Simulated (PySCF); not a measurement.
Predicted microwave data (PBE0/pcSseg-1 in PySCF (dipole) on a GFN2-xTB geometry, gas phase) for one isomer of C6H12N2:

| Quantity | Value |
| --- | --- |
| Rotational constants | A = 2695, B = 2547, C = 2547 MHz |
| Dipole components | \|μa\| = 0.00 D, \|μb\| = 0.00 D, \|μc\| = 0.00 D |
| Inertial defect | -187.47 u·Å² |
| κ | -1.00 |

Question: Which candidate fits, each taken in the one conformer that was computed?
A. `[CH3:1][CH2:2][CH2:3][N:4]1[CH2:5][CH2:6][CH:7]=[N:8]1` with C1–C2–C3–N4 175°, C2–C3–N4–C5 75°, C3–N4–C5–C6 155°, N4–C5–C6–C7 -10°, C5–C6–C7–N8 5°, C3–N4–N8–C7 -153°
B. `[CH3:1][CH2:2][N:3]1[CH2:4][CH2:5][C:6]([CH3:7])=[N:8]1` with C1–C2–N3–C4 69°
C. `[CH3:1][NH:2][N:3]=[C:4]1[CH2:5][CH2:6][CH2:7][CH2:8]1` with C1–N2–N3–C4 158°, N3–C4–C5–C6 -171°, C4–C5–C6–C7 -30°, C5–C6–C7–C8 39°, C6–C7–C8–C4 -33°
D. `[CH2:1]=[CH:2][CH2:3][N:4]([NH2:5])[CH:6]1[CH2:7][CH2:8]1` with C1–C2–C3–N4 137°, C2–C3–N4–N5 65°, C3–N4–N5–H 78° and -163°, C3–N4–C6–C7 152°
E. `[CH2:1]=[CH:2][CH2:3][N:4]([CH2:5][CH3:6])[N:7]=[CH2:8]` with C1–C2–C3–N4 118°, C2–C3–N4–C5 -71°, C3–N4–C5–C6 -93°, C3–N4–N7–C8 178°
F. triethylenediamine, `C1CN2CCN1CC2`

Answer: F. It is C1CN2CCN1CC2, a prolate symmetric top, point group D3h. The candidates at the same level (rigid rotor, commonest isotopes):

```csv
SMILES,A (MHz),B (MHz),C (MHz),μa (D),μb (D),μc (D),Δ (u·Å²),point group,rotor
C=CCN(CC)N=C,3067,1356,1047,0.55,1.78,0.47,-54.46,C1,asymmetric top
CCN1CCC(C)=N1,3895,1424,1216,0.18,1.60,1.13,-68.93,C1,asymmetric top
CNN=C1CCCC1,5754,1087,955.3,0.34,1.65,0.65,-23.76,C1,near-prolate asymmetric top
C1CN2CCN1CC2,2695,2547,2547,0.00,0.00,0.00,-187.47,D3h,prolate symmetric top
CCCN1CCC=N1,6192,1053,946.2,0.19,1.99,0.50,-27.45,C1,near-prolate asymmetric top
C=CCN(N)C1CC1,4026,1170,986.7,1.73,0.18,1.00,-45.16,C1,asymmetric top
```

`C=CCN(N)C1CC1` has C 61 % too low; `C=CCN(CC)N=C` has C 59 % too low; `CCCN1CCC=N1` has A 130 % too high; `CCN1CCC(C)=N1` has C 52 % too low; `CNN=C1CCCC1` has A 113 % too high. No structure here is proved a minimum.
